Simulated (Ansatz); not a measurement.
Gas-phase electronic energies from Ansatz, PBE0-D4/def2-TZVP geometries. CBS: MP2 limit from def2 TZ/QZ plus the TZ coupled-cluster correction, frozen cores. This one scheme is used for every species. Functionals use def2-TZVPP. B3LYP here is the variant with VWN-RPA as its local correlation; programs differ in this. For Br outer-core shells are correlated without core-valence functions, which leaves a few kJ/mol of doubt a bond. Scalar relativity is left out up to krypton.

Consider the cleavage of the Si–B bond: `B[SiH]1CO1` + HBr → `Br[SiH]1CO1` + BH₃.

`B[SiH]1CO1`:

Z-matrix (Å, degrees):
```
Si
C 1 1.837
O 1 1.685 2 47.9
B 1 1.974 2 116.7 3 -106.0
H 1 1.482 2 117.2 3 97.8
H 2 1.088 1 122.1 3 101.6
H 2 1.089 1 119.1 3 -103.0
H 4 1.194 1 119.5 2 46.5
H 4 1.195 1 121.5 2 -128.8
```

HBr:

Z-matrix (Å, degrees):
```
Br
H 1 1.420
```

`Br[SiH]1CO1`:

Z-matrix (Å, degrees):
```
Si
C 1 1.796
O 1 1.645 2 51.1
Br 1 2.193 2 122.0 3 101.9
H 1 1.472 2 125.6 3 -99.4
H 2 1.088 1 120.9 3 -99.3
H 2 1.088 1 123.0 3 98.5
```

BH₃:

Cartesian coordinates in Å:
```
B 0.000 0.000 0.000
H -0.612 0.429 -0.931
H -0.581 -0.478 0.927
H 1.192 0.049 0.004
```

```
   level  ΔE (eV)
B3LYP-D4    -1.06
  B2PLYP    -1.12
```

Problem. What does CCSD(T)/CBS give? (Best estimate.)

Solution. Ansatz gave: -1.14 eV. The listed levels differ from it by 0.08, 0.02 eV.

Largest T1 diagnostic among the species: 0.018.

From BLYP to BHLYP (50 % exact exchange), in def2-TZVPP and without D4, ΔE moves by −0.22 eV. In def2-TZVPP, CCSD(T) changes the Hartree–Fock value by +0.23 eV (the triples alone add +0.03 eV) and MP2 by +0.09 eV.
